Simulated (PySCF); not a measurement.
Gas-phase reaction: 3 GaHCl2 + N ⇌ 3 GaCl2 + NH3

Energies from PySCF, thermal terms from the rigid-rotor harmonic-oscillator model, ideal gas at 1 bar. † marks an energy on the PBE0/def2-TZVP geometry and frequencies; other levels use their own. MP2 and CCSD(T) freeze the core. 6-31G* has spherical d functions here. Open shells (unrestricted): N (multiplicity 4), GaCl2 (multiplicity 2); the rest are closed-shell singlets. Ga: all electrons, no relativistic terms. GaHCl2, GaCl2: computed as isolated molecules; such fragments, hydroxides, amides, oligomers or adducts are transient or little studied in the gas. MP2 isn't extrapolated to the basis-set limit; its ΔH°(298 K) is -118.3 kJ in def2-SVP and -163.3 kJ in def2-TZVPP. CCSD(T) isn't extrapolated to the basis-set limit; its ΔH°(298 K) is -100.9 kJ in def2-SVP and -139.7 kJ in def2-TZVPP. The harmonic model lacks anharmonicity and excited electronic states, which grow with temperature; levels with a mode under 35 cm⁻¹ are left out. Soft modes under 120 cm⁻¹ make the harmonic entropy rough for GaCl2.

| level | ΔE electronic, kJ | ΔH°(298 K), kJ | ΔS°(298 K), J/K | ΔG°(800 K), kJ |
|---|---|---|---|---|
| CCSD(T)/def2-TZVPP† | -174 | -140 | 46 | -171 |
| HF/6-31G* | -20 | 20 | 45 | -11 |
| MP2/def2-TZVPP† | -198 | -163 | 46 | -194 |
| PBE/def2-SVP | -284 | -252 | 48 | -284 |
| ωB97M-V/def2-TZVP† | -223 | -189 | 46 | -220 |
ΔH° is lowest at PBE/def2-SVP and highest at HF/6-31G*. No reference value is set beside these.
